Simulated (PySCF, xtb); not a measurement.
Si(H)2(Cl)(Et) (C₂H₇ClSi), SMILES CC[SiH2]Cl.

GFN2-xTB (xtb) at its own geometry gives an orbital gap of 5.79 eV and a dipole moment of 1.90 D.

Coordinates come from a B3LYP-D3(BJ)/def2-SVP optimisation. Other conformers were not sampled.

What does PBE/def2-TZVP (PySCF) give? (Estimate from the structure and the level; the computed values follow.)

gap 6.57 eV (levels -7.15 and -0.58 eV), dipole 1.89 D.
